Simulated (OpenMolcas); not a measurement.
**Ru5+: moving or changing the point charges**

Ru5+ among 4 point charges of -1.5 e arranged as a square (D4h), 2.05 Å from the ion.
```
   2.0500    0.0000    0.0000  -1.50
   0.0000    2.0500    0.0000  -1.50
  -2.0500    0.0000    0.0000  -1.50
   0.0000   -2.0500    0.0000  -1.50
```

| Item | Value |
| --- | --- |
| Program | OpenMolcas |
| Method | SS-CASPT2, IPEA 0.25 Eh, imaginary shift 0.1 Eh (closed shells correlated: 4s 4p) |
| Basis | ANO-RCC-VDZP [6s5p3d1f] |
| Scalar Hamiltonian | DKH2, point nucleus |
| Active space | 3 electrons in 5 orbitals (4d) |
| State averaging | 2S+1 = 4 even, 10 roots; 2S+1 = 2 even, 40 roots |
| Spin-orbit coupling | RASSI with atomic mean-field integrals over the reference wave functions |

Runs around this geometry, states (labels of D4, the rotations of D4h). Energies in cm-1 above the lowest state or level, χT in cm3 K/mol.

```json
{"R (Å)": "2.05", "q (e)": "-1.2", "Ground state": "4E", "First state of that spin": "4A2 540", "First gap with spin-orbit (degeneracies)": "1280 (2, 2)", "χT at 300 K": "0.204", "First state of another spin": "2E 14340"}
{"R (Å)": "1.85", "q (e)": "-1.5", "Ground state": "4A2", "First state of that spin": "4E 2620", "First gap with spin-orbit (degeneracies)": "6 (2, 2)", "χT at 300 K": "1.120", "First state of another spin": "2A2 14390"}
{"R (Å)": "2.05", "q (e)": "-1.5", "Ground state": "4A2", "First state of that spin": "4E 480", "First gap with spin-orbit (degeneracies)": "930 (2, 2)", "χT at 300 K": "0.211", "First state of another spin": "2E 14480"}
{"R (Å)": "2.19", "q (e)": "-1.5", "Ground state": "4E", "First state of that spin": "4A2 400", "First gap with spin-orbit (degeneracies)": "1280 (2, 2)", "χT at 300 K": "0.192", "First state of another spin": "2E 14390"}
```

The ground state changes within this set.

Free-ion shares, where given, are those of the reference states; single-state CASPT2 does not remix them. An orbital doublet at a regular site is open to a Jahn-Teller distortion, which this geometry leaves out (holds for R = 2.05, q = -1.2; R = 2.19, q = -1.5). The ground term spreads over less than 5000 cm-1, several times less than with real ligands, so orbital moments are less quenched and χT lies further from the spin-only value than at real sites (holds for R = 2.05, q = -1.2; R = 2.19, q = -1.5). Point charges carry no covalency, so the field is a model and not that of real ligands. No measured value stands beside these numbers.
